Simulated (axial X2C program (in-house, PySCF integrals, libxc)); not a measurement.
## Low determinants of BiAs at the PBE0 level, with spin–orbit coupling

Computed with an in-house all-electron X2C program for linear molecules (integrals from PySCF). Two-component (2c) means X2C with spin–orbit coupling and atomic mean-field two-electron Coulomb and Gaunt terms. Basis: Bi dyall-cv3z [12s14p10d6f1g], As dyall-cv3z [9s9p6d4f1g] (cores contracted in-house); Gaussian nuclei, density fitting, unrestricted open shells. Masses: Bi 208.980 u, As 74.922 u.

Search at 2.379 Å (vertical energies from the lowest determinant):

```tsv
ΔE (eV)	state	electrons beyond evenly filled partner blocks	electrons in ±ω = 1/2, 3/2, 5/2, 7/2
0.00	Ω = 0	none	68 34 12 2
1.24	Ω = 1	ω = -1/2, ω = 3/2	69 33 12 2
1.65	Ω = 2	ω = 1/2, ω = 3/2	69 33 12 2
1.74	Ω = 1	2 × ω = 1/2	68 34 12 2
1.99	Ω = 3	2 × ω = 3/2	68 34 12 2
2.45	Ω = 1	ω = -1/2, ω = 3/2	67 35 12 2
2.61	Ω = 2	ω = 1/2, ω = 3/2	67 35 12 2
```

Lowest determinant, Ω = 0 (closed shell): Re = 2.370 Å, ωe = 305.1 cm⁻¹.

The determinant in row 2 of the search, Ω = 1 (⟨Sz⟩ = 0.97, ⟨Lz⟩ = 0.03 at PBE0), was followed along the bond at PBE0; measured from the minimum of the lowest determinant it gives:

Te = 0.907 eV (7313 cm⁻¹), Re = 2.620 Å, ωe = 196.9 cm⁻¹.

Compare the bond of the determinant in row 2 with that of the lowest one.

At PBE0 its Re is 0.250 Å longer and its force constant, which goes as ωe², is 0.42 times that of the lowest determinant. T0 ≈ Te + Δωe/2 = 7313 + (-54) = 7259 cm⁻¹.

The search compares states at one distance, so a state with another bond length can lie lower; it is not exhaustive and yields mostly the lowest determinant of each block pattern, so other components and higher states of one pattern are missing. These are energies of single determinants, not of spin-adapted states; PBE0 term energies can be off by some tenths of an eV, and the functional has no current term. Open-shell Ω = 0 determinants with evenly filled partner blocks cannot be reached by this program, so the Ω shown need not be the lowest component.
